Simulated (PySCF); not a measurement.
Species: C6H9NS.
SMILES with atom numbers: `[CH3:1][CH2:2][CH2:3][c:4]1[cH:5][n:6][cH:7][s:8]1` (hydrogens: H9, H10, H11 on C1; H12, H13 on C2; H14, H15 on C3; H16 on C5; H17 on C7)

Cartesian coordinates in Å at the PBE0-D3(BJ)/def2-SVP level; atoms count from 1:
```xyz
17
C6H9NS angstrom
C      1.828    0.800    0.111
C      1.577   -0.653    0.478
C      0.427   -1.294   -0.303
C     -0.892   -0.619   -0.113
C     -1.687    0.004   -1.040
N     -2.846    0.558   -0.577
C     -2.961    0.379    0.699
S     -1.653   -0.487    1.437
H      0.941    1.421    0.310
H      2.667    1.218    0.686
H      2.071    0.904   -0.959
H      1.365   -0.734    1.559
H      2.488   -1.250    0.304
H      0.343   -2.357   -0.021
H      0.653   -1.277   -1.382
H     -1.440    0.071   -2.102
H     -3.802    0.732    1.301
```

Linear response at wB97X-D/def2-SVPD (PySCF, frozen core in the response, non-relativistic). Geometry: PBE0-D3(BJ)/def2-SVP, one conformer, isolated molecule.

Static isotropic polarisability: 93.16 au (13.80 Å³), principal values 73.8, 94.9, 110.8 au.

Task: What is the polarisability at 1064 nm and at the sodium D line?

Result: 94.01 au at 1064 nm (+0.9 %), 96.06 au at 589.3 nm (+3.1 %). The rise at 589.3 nm is 3.41 times that at 1064 nm; a pure ω² law gives 3.26. The lowest singlet lies at 226 nm, shorter than both wavelengths.

Task: What is the isotropic C6 coefficient between two such molecules, C6 = (3/π)∫α(iω)² dω?

Result: 3534 au (Eh·bohr⁶) by a ten-point quadrature over imaginary frequencies, which is 2110 eV·Å⁶ or 204 J·nm⁶/mol.

Task: Which effective excitation energy ω̄ makes London's formula C6 = (3/4)α²ω̄ exact here?

Result: ω̄ = 4·C6/(3α²) = 0.543 Eh = 14.8 eV. A one-pole form α(ω) = α/(1 − ω²/ω̄²) fitted to the 1064 nm value gives 12.2 eV.

Task: How anisotropic is the static polarisability, by Δα² = ½[(α1 − α2)² + (α2 − α3)² + (α3 − α1)²]?

Result: Δα = 32.2 au, or 0.35 of the isotropic value.

Task: What n − 1 at the D line would an ideal gas of it have at 273.15 K and 1 atm (2.6868 × 10¹⁹ cm⁻³), by n − 1 = 2π·N·α′?

Result: 24.03 × 10⁻⁴, a formal value whether or not that pressure can be reached.

Task: The lowest 6 singlets have (eV, f): 5.49, 0.002; 5.60, 0.143; 6.18, 0.000; 6.28, 0.033; 6.85, 0.000; 7.10, 0.003. What share of the static polarisability do they carry in the sum over states α = Σ f/ω²?

Result: 4.08 au, 4.4 % of α; the largest term, 3.36 au, is that of the state at 5.60 eV. Their oscillator strengths add up to 0.18. Higher states carry the rest.

Note: wB97X-D ran without an empirical dispersion term, which enters the total energy and its gradient alone.
